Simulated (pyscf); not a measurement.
Structures and frequencies: ωB97X-D3(BJ)/def2-SVP in PySCF.

**Question.** Estimate the classical barrier height and the reaction energy of `[Cl][GeH3]` + `[SiH2][Cl]` [doublet] → `[GeH3]` [doublet] + `[Cl][SiH2][Cl]` at PBE0-D3(BJ)/def2-TZVP. The step runs on the doublet surface, breaks Cl–Ge and forms Cl–Si; take the separated reactants as zero.

**Answer.** ΔE‡ = 6.2 kcal/mol, ΔE = -11.6 kcal/mol. ωB97M-D3(BJ)/def2-TZVP gives 10.0 kcal/mol and -14.9 kcal/mol. Zero-point energy shifts the barrier by -0.3 kcal/mol. It is an atom transfer, with an imaginary mode of 421i cm⁻¹. This is the saddle that the search found; another between the same sides may lie lower. The angle at the transferred Cl is 176°. Elements up to Kr have no core potential and no relativistic terms here.
